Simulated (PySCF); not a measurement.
# Electronic structure of Hf⁺ (hafnium, charge +1) at the UHF level

Configuration: [Xe] 4f14 5d2 6s1, high-spin 4F determinant (an excited configuration). Computed with PySCF 2.14 in aug-cc-pVDZ-PP with ECP60MDF (5s5p4d2f, 54 functions), with scalar relativity through the core potential.

```json
{
  "Total energy": "-47.736099 hartree",
  "One-electron energy": "-76.5906 hartree",
  "Hartree (Coulomb) energy": "34.1272 hartree",
  "Exchange energy": "-5.2727 hartree",
  "⟨S²⟩": "3.7538",
  "⟨L²⟩": "12.027",
  "Sum of ⟨r⟩": "18.46 bohr",
  "Sum of ⟨r²⟩": "40.28 bohr²"
}
```

```csv
shell,electrons,mean orbital energy (eV),"rms radius, mean of both spins (bohr)"
5s α,1,-87.043,1.23
5s β,1,-85.166,1.23
5p α,3,-51.276,1.45
5p β,3,-48.536,1.45
5d α,2,-14.311,2.44
6s α,1,-13.527,3.56
```

Energies and moments cover only the electrons outside the core potential. Spin-orbit coupling, absent here, splits the open shell strongly.
